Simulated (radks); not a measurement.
Species: neutral rubidium. Configuration: [Kr] 5s1 (the NIST ground configuration).

Method: scalar-relativistic Kohn-Sham, r2SCAN, spin-polarised, spherical densities, finite nucleus; open shells are filled with parallel spins first (spin-orbit coupling, left out, can overturn this in heavy ions); meta-GGA in the generalised Kohn-Sham scheme; Fermi nuclear charge, rms radius 4.2036 fm; computed with a radial shooting solver on a logarithmic mesh with Libxc functionals.

Energy parts (eV):
| part | energy |
|---|---|
| total | -81135.718 |
| kinetic | 83098.103 |
| electron-nucleus | -195527.168 |
| Hartree | 34044.413 |
| exchange-correlation | -2751.066 |

Orbitals (lengths in bohr, moments of r in powers of bohr; r(max) is where P^2 peaks):
| orbital | occ. | eigenvalue (eV) | r(max) | <r^2> | <1/r> |
|---|---|---|---|---|---|
| 1s up | 1 | -15070.92 | 0.02629 | 0.002189 | 37.87 |
| 1s down | 1 | -15070.92 | 0.02629 | 0.002189 | 37.87 |
| 2s up | 1 | -2023.473 | 0.1494 | 0.03723 | 8.449 |
| 2s down | 1 | -2023.469 | 0.1494 | 0.03723 | 8.449 |
| 2p up | 3 | -1791.516 | 0.1197 | 0.02943 | 8.240 |
| 2p down | 3 | -1791.511 | 0.1197 | 0.02943 | 8.240 |
| 3s up | 1 | -304.9265 | 0.4502 | 0.2980 | 2.815 |
| 3s down | 1 | -304.9165 | 0.4502 | 0.2979 | 2.815 |
| 3p up | 3 | -229.6665 | 0.4462 | 0.3135 | 2.656 |
| 3p down | 3 | -229.6554 | 0.4462 | 0.3135 | 2.656 |
| 3d up | 5 | -105.6970 | 0.3946 | 0.3381 | 2.388 |
| 3d down | 5 | -105.6835 | 0.3946 | 0.3380 | 2.388 |
| 4s up | 1 | -33.0331 | 1.262 | 2.433 | 0.9139 |
| 4s down | 1 | -32.9912 | 1.262 | 2.440 | 0.9129 |
| 4p up | 3 | -16.5407 | 1.427 | 3.464 | 0.7672 |
| 4p down | 3 | -16.4920 | 1.428 | 3.423 | 0.7687 |
| 5s up | 1 | -2.4952 | 4.407 | 30.98 | 0.2381 |

The highest occupied level is 5s up at -2.495 eV. Summed over all electrons, <r^2> = 62.63 bohr^2, which gives a Langevin (diamagnetic) susceptibility term of -49.6 x 10^-6 cm^3/mol. The electron density at the nucleus is 5.576e+04 e/bohr^3 (large components only). The spin density at the nucleus is 3.252 e/bohr^3 (1s 0.034, 2s 0.015, 3s 0.010, 4s 0.129, 5s 3.064). For comparison, the ionisation energy in NIST's Atomic Spectra Database is 4.177 eV (measured). In exact Kohn-Sham theory the highest level is minus the ionisation energy, but local and semilocal functionals leave it too shallow, through self-interaction and a potential that decays too fast; potentials with the right tail come closer. Spin moment in Bohr magnetons: 1.
